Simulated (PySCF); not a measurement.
BrHSeTe, SMILES [SeH][Te]Br. The structure is a stationary point at PBE-D3(BJ)/def2-SVP. The structure was generated by enumeration, and PubChem lists no compound with its InChIKey, so it may never have been made. The def2 effective core potentials stand for the cores of Te; spin–orbit coupling is left out. Other conformers were not sampled.

Computed equilibrium geometry at PBE-D3(BJ)/def2-SVP (PySCF confirms it by a frequency run) as a Z-matrix (one conformer of several):
```
Te
Se 1 2.5174
H 2 1.4931 1 97.21
Br 1 2.5668 2 104.07 3 87.68
```
Charge 0, spin multiplicity 1.
